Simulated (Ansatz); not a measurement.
Input file for Ansatz (a program for electronic structure): U-wB97X-V/def2-TZVPP on GaH (SMILES [GaH]), 2S+1 = 3, a spin state set in the input, which need not be the lowest.

Ansatz 0.2 input:
```yaml
crystal:
  periodic: [false, false, false]
  atoms:
    - {symbol: Ga, position_ang: [-0.00000000, -0.00000000, -0.05077841]}
    - {symbol: H, position_ang: [0.00000000, 0.00000000, 1.57413077]}
basis:
  gaussian:
    orbitals: def2-TZVPP
hamiltonian:
  xc: {name: wB97X-V}
magnetization: {spin_polarized: true, initial_magnetization: 2}
```

Output:

```
WARN ansatz: RAYON_NUM_THREADS=2 ignored (pool sized by the plan → 2); use --threads N
Functional definition: wB97X-V
integrals: 0.02 GiB planned
462 factors; their error is unknown
integrals: 0.05 GiB planned
103 factors; integrals over basis functions are off by at most 2.2e-5 eV
mean field: 0.28 GiB planned
mean field evaluation 1: about -52385.5382 eV, gradient 1.1e1 eV
mean field evaluation 2: about -52385.7280 eV, gradient 1.1e1 eV
mean field evaluation 4: about -52385.9305 eV, gradient 4.1e-1 eV
mean field evaluation 8: about -52386.0596 eV, gradient 2.1e-2 eV
mean field evaluation 16: about -52386.0596 eV, gradient 4.7e-5 eV
mean field -52386.05960067 eV, -1925.1521817781 hartree, gradient 4.7e-5 eV, S^2 2.007348; 0 other end points of the search recorded, 0 dependent functions left out
reference -52386.05960189 eV, -1925.1521818229 hartree; 17, 15 occupied and 45, 47 virtual orbitals, 462 factors
Total energy: -52386.05960189 eV, -1925.1521818229 hartree
```

The run converged.

Cost: very roughly 2.9 core-seconds.
